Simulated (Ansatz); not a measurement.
Potential energy surface of H2Ge, singlet: symmetric bend, bond length relaxed. Scanned: H-Ge-H angle. Other coordinates (Ge-H bond length) were minimised at B3LYP/def2-TZVP.

Levels: MP2/aug-cc-pVQZ = MP2 on RHF/aug-cc-pVQZ, cores with 3d frozen run with Ansatz (a first-principles code); CCSD(T)/aug-cc-pVQZ = CCSD(T) on RHF/aug-cc-pVQZ, cores with 3d frozen (Ansatz).

Energies relative to the lowest point of each profile, in kJ/mol:

```csv
a / °,MP2/aug-cc-pVQZ
157,218.5
147,163.6
137,112.9
127,70.0
117,36.3
107,12.8
97,0.4
87,0.0
77,12.3
67,37.5
60,62.2
```

Estimate the CCSD(T)/aug-cc-pVQZ values at these points.

157: 206.5; 147: 154.8; 137: 107.1; 127: 66.5; 117: 34.5; 107: 12.2; 97: 0.4; 87: 0.0; 77: 11.8; 67: 36.1; 60: 60.3 (kJ/mol).

The scan ran from 180.0 to 60.0; beyond the range shown the relaxed coordinates jump or full CI changes its symmetry label.
